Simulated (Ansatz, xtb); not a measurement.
Redistribution: C2H4ClF + C2H2FI → C2H4FI + C2H2ClF

Species: C2H4ClF (1-chloro-2-fluoroethane) `FCCCl`, singlet; C2H2FI `F/C=C/I`, singlet; C2H4FI (1-fluoro-2-iodoethane) `FCCI`, singlet; C2H2ClF (1-chloro-2-fluoroethylene) `F/C=C/Cl`, singlet. The partners trade Cl for I; both sit on C, so the bond types are kept.

Shapes, held fixed at every level: PBE0-D4/def2-TZVP. Flexible molecules stand in one conformer, not always the lowest. Programs: Ansatz 0.2.0, xtb 6.7.1. The zero-point and thermal change to 298 K, harmonic and unscaled (PBE0-D4/def2-TZVP), is +0.2 kJ/mol.

```
                level                    kind  ΔH(298 K) (kJ/mol)  less CCSD(T)/def2-TZVPP  CPU time (sum over the molecules)
             GFN1-xTB          semi-empirical                -0.1                     +3.6                             0.15 s
          HF/def2-SVP            Hartree–Fock                -2.7                     +1.0                                  –
     SPW92/def2-TZVPP                     LDA                -5.5                     -1.8                              8.4 s
    PBE-D4/def2-TZVPP                     GGA                -5.1                     -1.4                               18 s
 r2SCAN-D4/def2-TZVPP                meta-GGA                -4.5                     -0.8                               31 s
   PBE0-D4/def2-TZVPP           global hybrid                -4.3                     -0.6                               20 s
r2SCAN0-D4/def2-TZVPP           global hybrid                -4.1                     -0.4                               28 s
   wB97M-V/def2-TZVPP  range-separated hybrid                -2.9                     +0.8                               60 s
   CCSD(T)/def2-TZVPP   coupled cluster or CI                -3.7                      0.0                            7.6 min
```

The highest level, CCSD(T)/def2-TZVPP, gives ΔH(298 K) = -3.7 kJ/mol; the levels span -5.5 to -0.1. That is about zero within the method's error. The column of differences is taken from that level and isn't an error. No measured value is set beside it here. For atoms past krypton def2 sets carry core potentials with scalar relativity. Outer-core shells of I are correlated, in sets that cover them unevenly. Times are processor times on shared x86 and Arm servers, and rough.
